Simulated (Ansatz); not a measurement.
`FB(F)Cl` + `C[SeH]` → `C[Se]B(F)Cl` + H–F at 400 K and 1 bar (ligand exchange at a B–F bond).

Isolated molecules relaxed with PBE0-D4/def2-TZVP in Ansatz; ΔE leaves out vibrations. CCSD(T)/CBS is the MP2 limit (def2-TZVPP, def2-QZVPP) plus CCSD(T) − MP2 in def2-TZVPP, frozen cores. This one scheme is used for every species. For Se outer-core shells are correlated without core-valence functions, which leaves a few kJ/mol of doubt a bond. Scalar relativity is left out up to krypton. Each species was taken in one conformer, which may not be the lowest.

| species | CCSD(T)/CBS energy (Eh) | H − E (kJ/mol) | S (J/(mol·K)) |
| --- | --- | --- | --- |
| `FB(F)Cl` | -684.31926 | 47.0 | 292.6 |
| `C[SeH]` | -2441.15625 | 135.4 | 284.5 |
| `C[Se]B(F)Cl` | -3025.05449 | 151.8 | 381.8 |
| H–F | -100.39570 | 36.5 | 182.2 |

H − E and S are ideal-gas, rigid-rotor, harmonic terms from PBE0-D4/def2-TZVP, for one conformer and one mirror image of each species. 1 Eh = 2625.50 kJ/mol, R = 8.31446 J/(mol·K).

Q: By hand: ΔE, ΔH, ΔS and ΔG.

A: ΔE = (-3025.05449) + (-100.39570) − (-684.31926) − (-2441.15625) = 0.02532 Eh = 66.5 kJ/mol. Δ(H − E) = 151.8 + 36.5 − 47.0 − 135.4 = 5.9, so ΔH = 72.4 kJ/mol. ΔS = 381.8 + 182.2 − 292.6 − 284.5 = -13.1 J/(mol·K). ΔG = 72.4 − 400 × (-13.1)/1000 = 77.6 kJ/mol.

Q: By hand: the equilibrium constant, and the temperature at which ΔG would vanish if ΔH and ΔS stayed fixed.

A: log₁₀ K = −ΔG/(RT ln 10) = -10.1. ΔH and −TΔS have one sign here, so there is no such temperature.

The number of gas molecules stays the same, so ΔS is small and ΔH decides. A doubt of 5 kJ/mol in ΔE shifts log₁₀ K by 0.7 here. Other conformers and mirror images would add mixing entropy, several J/(mol·K) or more a flexible species. These are equilibria of isolated gas molecules and say nothing of rates. Largest T1 diagnostic: 0.012 (customary marks: 0.02 for closed shells, 0.045 for open ones).
